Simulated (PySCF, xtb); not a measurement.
C₅H₇Cl, SMILES C#C[C@@H](C)CCl.

GFN2-xTB (xtb 6.7.1) at its own geometry gives an orbital gap of 6.38 eV and a dipole moment of 1.71 D.

Geometry optimised at B3LYP-D3(BJ)/def2-SVP. The structure was generated by enumeration; whether it is a known compound was not checked. One conformer was computed; it need not be the lowest.

Task: What does PBE/def2-TZVP run with PySCF give? (The exact figures need the calculation; the answer reports its results.)

Result: gap 5.88 eV (levels -6.75 and -0.87 eV), dipole 1.30 D.
